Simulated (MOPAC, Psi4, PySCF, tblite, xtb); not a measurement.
Dimer CH2O ··· O2S (SMILES C=O and O=S=O) at R = 2.61 Å between the centres of mass, closest contact 2.22 Å (lowest of the rigid-body minima from ten starts at GFN2-xTB). Geometry in Å and degrees:

```
O
C 1 1.1988
H 2 1.1075 1 122.05
H 2 1.1075 3 115.90 1 180.00
O 3 2.2211 2 111.73 4 178.66
S 5 1.4386 3 101.26 2 19.10
O 6 1.4386 5 118.87 3 81.19
```

- GFN2-xTB (tblite)
- SAPT0/jun-cc-pVDZ, frozen core (Psi4)
- BLYP/def2-TZVP, counterpoise-corrected (Psi4)
- BLYP-D3(BJ)/def2-TZVP, counterpoise-corrected (Psi4)
- PBE/def2-TZVP, counterpoise-corrected (Psi4)
- PBE-D3(BJ)/def2-TZVP, counterpoise-corrected (Psi4)
- HF/aug-cc-pVDZ, counterpoise-corrected (Psi4)
- MP2/aug-cc-pVDZ = DF-MP2/aug-cc-pVDZ, frozen core, counterpoise-corrected in Psi4 1.11
- SCS-MP2/aug-cc-pVDZ = DF-SCS-MP2/aug-cc-pVDZ, frozen core, counterpoise-corrected in Psi4
- PM6, restricted, heats of formation (MOPAC)
- PM7, restricted, heats of formation (MOPAC)
- GFN1-xTB (xtb)
- RKS-B3LYP/6-31G* = restricted B3LYP/6-31G*, spherical d, no counterpoise correction (PySCF 2.14.0)
- RHF/6-31G* = restricted Hartree-Fock/6-31G*, spherical d, no counterpoise correction run with PySCF 2.14.0
- RKS-LDA (SVWN5)/6-31G* = restricted LDA (SVWN5)/6-31G*, spherical d, no counterpoise correction (PySCF)
- RKS-B3LYP/LANL2DZ = restricted B3LYP/LANL2DZ, with its core potentials past Ne, no counterpoise correction (PySCF 2.14.0)

### Question
What interaction energy does each level give?

### Answer

```tsv
method	E_int / kcal/mol
GFN1-xTB	-14.02
RKS-LDA (SVWN5)/6-31G*	-12.09
GFN2-xTB	-11.82
PM6	-8.45
SAPT0/jun-cc-pVDZ	-4.79
PBE-D3(BJ)/def2-TZVP	-3.84
RKS-B3LYP/LANL2DZ	-3.18
RKS-B3LYP/6-31G*	-2.54
BLYP-D3(BJ)/def2-TZVP	-2.39
PBE/def2-TZVP	-2.23
PM7	-1.31
RHF/6-31G*	-1.24
MP2/aug-cc-pVDZ	0.83
BLYP/def2-TZVP	1.05
HF/aug-cc-pVDZ	1.27
SCS-MP2/aug-cc-pVDZ	2.35
```
